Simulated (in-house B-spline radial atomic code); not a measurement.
## Ionising In III (In2+) with different functionals

Computed with an all-electron radial atomic-structure program (B-spline basis): non-relativistic Hamiltonian, point nucleus, spin-polarised at highest spin, spherical fractional occupations for the functionals, and exact exchange of hybrids averaged over the configuration. The ionisation energy is the difference of two self-consistent energies, [Kr] 4d10 5s1 → [Kr] 4d10, without Breit or QED terms; ε is the level of the shell that loses the electron (its least bound occupied spin orbital). There is no spin-orbit coupling in this Hamiltonian.

| method | rung | ΔSCF (eV) | -ε(5s) (eV) |
| --- | --- | --- | --- |
| PBE0 | global hybrid | 27.05 | 23.92 |
| B3LYP | global hybrid | 27.44 | 23.97 |
| TPSSh | global hybrid | 26.89 | 23.26 |
| M06-2X | global hybrid | 26.84 | 24.54 |
| BHandHLYP | global hybrid | 26.94 | 24.76 |
| r2SCAN0 | global hybrid | 26.87 | 24.14 |
| B97-1 | global hybrid | 26.84 | 23.49 |
| HSE06 | range-separated hybrid | 27.10 | 23.61 |
| wB97X | range-separated hybrid | 26.52 | 25.91 |
| CAM-B3LYP | range-separated hybrid | 27.35 | 25.40 |
| LC-wPBE | range-separated hybrid | 26.83 | 26.42 |

(1) Among the functionals, which spreads more, the ΔSCF values or the orbital energies?

(2) How do they compare with the NIST value?

## Answers

(1) The orbital energies: ΔSCF values span about 0.92 eV and the orbital energies 3.16 eV.

(2) NIST lists 28.044 eV (measured, ground level to ground level). Errors run from -1.52 to -0.60 eV; B3LYP is closest (-0.60 eV), but part of that can be cancellation, since the calculations leave out relativity, Breit-QED terms.
